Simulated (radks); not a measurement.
Results of a calculation; reference values are marked as such.
Ionisation of the hafnium ion Hf+, [Xe] 4f14 5d1 6s2, to Hf2+, [Xe] 4f14 5d2, under several functionals. Dirac Kohn-Sham, spin-unpolarised, spherical densities, finite nucleus; open shells fill j = l - 1/2 first; a radial shooting solver on a logarithmic mesh with Libxc functionals. Known Delta-SCF values: Wu-Cohen GGA 15.238 eV; exchange-only LDA 14.828 eV; BLYP 15.453 eV. What does revPBE give, and what is its highest occupied eigenvalue?

Answer. 15.138 eV by Delta-SCF; the 5d3/2 eigenvalue is -10.873 eV. NIST: 14.61 eV (theoretical).

Beside tabulated values, note that spin-unpolarised runs miss the spin-polarisation part of the exchange energy of open shells.
